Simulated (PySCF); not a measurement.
Planning a shielding job on `CC(=O)C[O][GeH3]`.

Method: GIAO KT3/pcSseg-1 NMR shielding, non-relativistic, gas phase (PySCF 2.14.0, density-fitted response routines). Geometry: PBE0-D3(BJ)/def2-SVP. Work: shieldings, density fitting. The input is one job of a driver script: a line of settings, then coordinates in Å.

Input:
```
{"job": {"kind": "nmr", "xc": "KT3", "basis": "pcSseg-1", "pop": false}, "charge": 0, "multiplicity": 1}
C     -2.437033     0.673623    -0.152792
C     -0.945709     0.645235     0.026121
O     -0.349744     1.505213     0.635173
C     -0.187651    -0.507640    -0.592475
O      1.175043    -0.465072    -0.447589
Ge     2.192532     0.712872     0.467310
H     -2.886017    -0.288097     0.139028
H     -2.681429     0.836165    -1.214668
H     -2.865104     1.486373     0.446342
H     -0.471364    -0.542005    -1.665909
H     -0.611101    -1.436327    -0.151682
H      1.903722     0.702847     1.978133
H      3.567509     0.056202     0.214135
H      2.190711     2.120267    -0.151958
```

Hardware: Arm Neoverse V1, one thread (shared host).

The basis has 166 functions.

Question: Which is nearest to the wall time?
A. 3.5 min
B. 3.3 s
C. 26 s

Answer: C. The run took 26 s. The SCF took 13 cycles.

Question: At this speed, how long would 500 such jobs take on 16 cores, one job a core?

Answer: 500/16 gives 32 rounds of 26 s, about 14 min of wall time and 3.6 core-hours, if the jobs don't slow each other.

The SCF part of the output:
```
coarse grid: 53096 points
cycle   1  E = -2357.9455537628  dE =  6.124e-02  |g| = 1.285e+00  |ddm| = 3.371e+00
cycle   2  E = -2356.3615713063  dE =  1.584e+00  |g| = 2.956e+00  |ddm| = 4.754e+00
cycle   3  E = -2358.1866121653  dE = -1.825e+00  |g| = 4.134e-01  |ddm| = 4.207e+00
cycle   4  E = -2358.2107207092  dE = -2.411e-02  |g| = 2.550e-01  |ddm| = 4.849e-01
cycle   5  E = -2358.2208976297  dE = -1.018e-02  |g| = 1.108e-01  |ddm| = 2.593e-01
cycle   6  E = -2358.2232774943  dE = -2.380e-03  |g| = 1.813e-02  |ddm| = 1.072e-01
cycle   7  E = -2358.2233466545  dE = -6.916e-05  |g| = 2.715e-03  |ddm| = 1.869e-02
cycle   8  E = -2358.2233480675  dE = -1.413e-06  |g| = 9.812e-04  |ddm| = 3.003e-03
final grid: 112056 points
cycle   9  E = -2358.2233097928  dE =  3.897e-07  |g| = 1.703e-03  |ddm| = 3.033e-03
cycle  10  E = -2358.2233073152  dE =  2.478e-06  |g| = 3.818e-03  |ddm| = 5.183e-03
cycle  11  E = -2358.2233103348  dE = -3.020e-06  |g| = 8.187e-04  |ddm| = 3.735e-03
cycle  12  E = -2358.2233104697  dE = -1.349e-07  |g| = 2.771e-05  |ddm| = 5.113e-04
cycle  13  E = -2358.2233104698  dE = -1.733e-10  |g| = 7.457e-06  |ddm| = 2.910e-05
converged SCF energy = -2358.2233104698
```

On the final grid dE counts from the start density on that grid.

The host was shared with other jobs, so the times are rough.
